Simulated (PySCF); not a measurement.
## Diatomic anions of O with the fourth-period p block

CCSD(T) with double-zeta basis sets in PySCF, for the lowest determinant that a PBE0 search found; no spin–orbit coupling. De refers to high-spin ground-configuration atoms (the charge goes to the atom of lower measured ionisation energy or higher electron affinity, which is not always the lowest computed limit).

```tsv
M	basis	reference, frozen orbitals	charged atom	state (unpaired electrons)	Re (Å)	ωe (cm⁻¹)	De (eV)
Ga	aug-cc-pVDZ-PP/aug-cc-pVDZ	RHF, 5	O−	singlet (closed shell)	1.747	752	n/a
As	aug-cc-pVDZ-DK	UHF, 10	O−	triplet (π ↑↑)	1.731	779	n/a
Se	aug-pcseg-1	UHF, 10	Se−	doublet (π ↑)	1.785	687	3.37
```

The shortest bond is that of AsO⁻ (1.731 Å), the longest that of SeO⁻ (1.785 Å).

The rows differ in basis set, which adds steps of its own.

The state changes along the series, so neighbouring rows are not always alike in their bonding.

Correlated steps freeze the inner cores (5 to 10 orbitals); shallow outer-core shells are correlated. Correlated levels converge slowly with the basis: in double zeta they bind strong bonds too weakly, by up to about 1 eV, and carry superposition errors of some tenths. Spin–orbit coupling is left out. For an ion De counts to the pair picked by the measured ionisation energies or electron affinities, which need not be the lowest pair at this level. The CCSD T1 diagnostic is raised in GaO⁻, SeO⁻, a sign that a single reference may not be enough there. States were picked by a PBE0 search and need not be the measured ground states.
